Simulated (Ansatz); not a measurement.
`O[SiH2]N[SiH2][AlH2]` and `O[SiH2]N[SiH2][SiH3]` differ in one atom or group.

Ansatz, PBE0-D4/def2-TZVP geometries, multiplicity 1. Each molecule was computed in one conformer, which needn't be the lowest.

```json
{"property": "LUMO energy (PBE/def2-TZVPP) / eV", "`O[SiH2]N[SiH2][AlH2]`": "-2.86"}
{"property": "HOMO–LUMO gap (B3LYP/def2-TZVPP) / eV", "`O[SiH2]N[SiH2][AlH2]`": "4.62"}
{"property": "HOMO energy (B3LYP/def2-TZVPP) / eV", "`O[SiH2]N[SiH2][AlH2]`": "-6.90"}
{"property": "LUMO energy (B3LYP/def2-TZVPP) / eV", "`O[SiH2]N[SiH2][AlH2]`": "-2.28"}
{"property": "HOMO energy (ωB97M-V/def2-TZVPP) / eV", "`O[SiH2]N[SiH2][AlH2]`": "-9.15"}
{"property": "HOMO energy (PBE/def2-TZVPP) / eV", "`O[SiH2]N[SiH2][AlH2]`": "-5.95"}
```

(1) What does the change do to each property? (An estimate is asked.)

Answers

(1) The calculation gave: 
```
                             property  `O[SiH2]N[SiH2][SiH3]`  shift
    LUMO energy (PBE/def2-TZVPP) / eV                   -1.12   1.74
HOMO–LUMO gap (B3LYP/def2-TZVPP) / eV                    7.13   2.51
  HOMO energy (B3LYP/def2-TZVPP) / eV                   -7.58  -0.68
  LUMO energy (B3LYP/def2-TZVPP) / eV                   -0.45   1.83
HOMO energy (ωB97M-V/def2-TZVPP) / eV                  -10.11  -0.96
    HOMO energy (PBE/def2-TZVPP) / eV                   -6.46  -0.51
```

With PBE0 the HOMO falls by 0.71 eV and the LUMO rises by 1.81 eV, so the gap widens by about 2.52 eV. PBE moves the HOMO by -0.51 eV and ωB97M-V by -0.96 eV.

B3LYP here is the variant with VWN-RPA as its local correlation; programs differ in this.
